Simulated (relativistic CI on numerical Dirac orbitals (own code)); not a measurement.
Eu2+ (4f7) in a crystal field

Calculated by Dirac-Coulomb-Breit CI, separate exchange-only KLI orbitals for each configuration, model QED, valence Slater integrals scaled by 0.75, one configuration in a parametric crystal field (own radial code).

Field parameters in Wybourne normalisation; cubic f-shell fields have B⁴₄ = √(5/14) B⁴₀ and B⁶₄ = −√(7/2) B⁶₀. The field is a parameter set, without covalency.

S and J are read from ⟨S²⟩ = S(S + 1) and ⟨J²⟩ = J(J + 1) of each level; they are not fictitious spins.

C2v, B20 = -50, B22 = -190, B40 = -520, B42 = 270, B44 = -170, B60 = -80, B62 = -140, B64 = -170, B66 = 320 cm⁻¹, the lowest 16 levels:

```csv
E (cm⁻¹),Degeneracy,S,J
0.0,2,3.47,3.50
0.2,2,3.47,3.50
0.3,2,3.47,3.50
0.3,2,3.47,3.50
24541,2,2.45,3.51
24566,2,2.45,3.51
24586,2,2.45,3.51
24594,2,2.45,3.51
25034,2,2.47,2.52
25051,2,2.47,2.52
25063,2,2.47,2.52
25501,2,2.48,1.55
25518,2,2.48,1.55
26883,2,2.43,3.50
26888,2,2.43,3.50
26898,2,2.43,3.50
```

Principal g values of the ground doublet: 0.10, 0.13, 13.89.

Oh, B40 = -1410, B60 = 220 cm⁻¹, the lowest 10 levels:

```tsv
E (cm⁻¹)	Degeneracy	Irrep	S	J
0.0	2	Γ6	3.47	3.50
0.0	4	Γ8	3.47	3.50
0.1	2	Γ7	3.47	3.50
24550	2	Γ6	2.45	3.52
24560	4	Γ8	2.45	3.51
24585	2	Γ7	2.45	3.51
25035	4	Γ8	2.47	2.53
25051	2	Γ7	2.47	2.53
25500	4	Γ8	2.48	1.56
26864	2	Γ6	2.43	3.50
```

Principal g values of the ground doublet: 4.65, 4.65, 4.65.

The next free-ion level lies 24579 cm⁻¹ above the lowest; the field splits the ground level into components whose J stays near 7/2 as long as their spread is small against that gap.

Levels of this model without a field, named by their leading LS term (the scale mimics covalency, so terms lie below those of the real free ion): 8S°_7/2 0, 6P°_7/2 24579, 6P°_5/2 25058, 6P°_3/2 25519, 6I°_7/2 26893, 6I°_9/2 27198, 6I°_17/2 27268, 6I°_11/2 27442 cm⁻¹.
